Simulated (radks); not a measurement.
Values are calculated unless marked as measured or tabulated.
Spherical quantum dot in the effective-mass picture: electrons in a hard-walled sphere of radius 4.25, all in effective atomic units (hartree* = m*/eps^2 hartree, bohr* = eps/m* bohr), one dielectric constant everywhere. Level of theory: non-relativistic Kohn-Sham, PBEsol, spin-polarised, spherical densities (a radial shooting solver with Libxc functionals). Levels are named by radial order and angular momentum (1s, 1p, 1d, 2s, ...), and open shells are averaged over m. Results are scaled to m* = 0.412 and eps = 4.2, for which hartree* = 635.5 meV and bohr* = 0.5395 nm. Each electron was tried in the lowest free levels, single moves between levels near the top were tried too, and the lowest total energy was kept; such a search can miss a lower state. At N = 1 the Hartree and exchange-correlation terms need not cancel, so that row can carry a self-interaction error.

N	open shells	2S	E (meV)	mu = E(N) - E(N-1) (meV)	addition energy mu(N+1) - mu(N) (meV)	e(HOMO) (meV)	rms radius (nm)
1	1s(up 1, down 0)	1	175.733	175.73	234.6	268.18	1.231
2	none	0	586.107	410.37	337.9	502.43	1.293
3	1p(up 1, down 0)	1	1334.41	748.30	184.4	839.26	1.375
4	1p(up 2, down 0)	2	2267.11	932.70	188.6	1026.7	1.422
5	1p(up 3, down 0)	3	3388.41	1121.3	239.2	1216.0	1.455
6	1p(up 3, down 1)	2	4748.94	1360.5	179.1	1449.0	1.481
7	1p(up 3, down 2)	1	6288.52	1539.6	183.1	1630.8	1.503
8	none	0	8011.22	1722.7	364.2	1814.8	1.521
9	1d(up 1, down 0)	1	10098.1	2086.9	178.7	2176.0	1.542
10	1d(up 2, down 0)	2	12363.6	2265.5	179.5	2355.2	1.560
11	1d(up 3, down 0)	3	14808.7	2445.1	180.0	2535.0	1.576
12	1d(up 4, down 0)	4	17433.8	2625.1	180.2	2715.1	1.590
13	1d(up 5, down 0)	5	20239.0	2805.2	227.6	2895.3	1.602
14	1d(up 5, down 1)	4	23271.9	3032.9	175.6	3120.4	1.613
15	1d(up 5, down 2)	3	26480.3	3208.4	176.5	3296.6	1.623
16	1d(up 5, down 3)	2	29865.3	3384.9	177.1	3473.4	1.632
17	1d(up 5, down 4)	1	33427.3	3562.0	177.4	3650.7	1.640
18	none	0	37166.6	3739.4	394.8	3828.1	1.648
19	1f(up 1, down 0)	1	41300.8	4134.1	174.5	4221.3	1.657
20	1f(up 2, down 0)	2	45609.4	4308.6	174.7	4396.0	1.665
21	1f(up 3, down 0)	3	50092.8	4483.4	174.9	4570.8	1.673
22	1f(up 4, down 0)	4	54751.0	4658.2	174.9	4745.7	1.680
23	1f(up 5, down 0)	5	59584.2	4833.2	175.0	4920.7	1.686
24	1f(up 6, down 0)	6	64592.3	5008.2	175.0	5095.6	1.692
25	1f(up 7, down 0)	7	69775.4	5183.1	220.2	5270.6	1.698
26	1f(up 7, down 1)	6	75178.8	5403.3	172.6	5489.6	1.704
27	1f(up 7, down 2)	5	80754.7	5575.9	172.8	5662.3	1.709
28	1f(up 7, down 3)	4	86503.4	5748.7	173.0	5835.2	1.714
29	1f(up 7, down 4)	3	92425.1	5921.7	173.1	6008.2	1.719
30	1f(up 7, down 5)	2	98519.9	6094.8	173.2	6181.4	1.723
31	1f(up 7, down 6)	1	104788	6268.0	173.2	6354.6	1.727
32	none	0	111229	6441.2	429.0	6527.9	1.732
33	1g(up 1, down 0)	1	118099	6870.3	-	6956.0	1.736

All shells are closed at N = 2, 8, 18, 32 (there: 1s2 1p6 1d10 1f14); the second difference of the energy has clear peaks (12 % above both neighbours; the first and last values, which can be the largest, are not judged, and half-filled shells can peak too) at N = 2, 5, 8, 13, 18, 25.
